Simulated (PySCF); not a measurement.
Molecule: `O=C(O)C[SiH3]`, C2H6O2Si.

Numbering as in the mapped SMILES `[O:1]=[C:2]([OH:3])[CH2:4][SiH3:5]`. Each H is labelled by its parent atom.

Geometry PBE0-D3(BJ)/def2-SVP throughout; GIAO in PySCF 2.14, gas phase, one conformer, non-relativistic; equivalent atoms averaged; basis pcSseg-2.

(1) How do the absolute shieldings σ depend on the functional? (ppm; last column core-seconds on 1 thread of an Arm Neoverse V1, shared host)

(2) Which nucleus moves most, in ppm?

Answers

(1) 
```
functional                    kind      O1     O3    C2     C4    Si5  H(O3)  H(Si5)  H(C4)  core-s
      PBE0           global hybrid   -95.6  118.0   4.5  165.8  403.4  25.62   27.13  29.23      27
  mPW1PW91           global hybrid   -97.0  117.5   3.6  165.0  401.7  25.66   27.20  29.28      27
      WP04           global hybrid  -101.2  109.0  -9.4  151.3  384.2  25.75   28.04  29.63      27
     B97-2           global hybrid   -86.4  120.0   7.0  165.2  408.0  25.75   27.32  29.36      27
 BHandHLYP           global hybrid   -94.0  128.1   1.3  165.5  407.0  25.71   27.47  29.52      26
 CAM-B3LYP  range-separated hybrid   -95.4  120.3  -1.6  163.2  393.6  25.64   27.27  29.37      36
   wB97X-D  range-separated hybrid   -95.5  120.0   2.9  165.6  403.4  25.69   27.26  29.40      35
   LC-wPBE  range-separated hybrid   -90.5  127.7   2.1  169.4  408.0  25.56   27.28  29.38      50
```

(2) Si5 (silicon bonded to C, 3 H): from 384.2 ppm with WP04 to 408.0 ppm with B97-2. The smallest spread is 0.19 ppm, at H(O3). Proton shifts span only some 12 ppm, so a few tenths of a ppm matter as much there as several ppm in carbon.
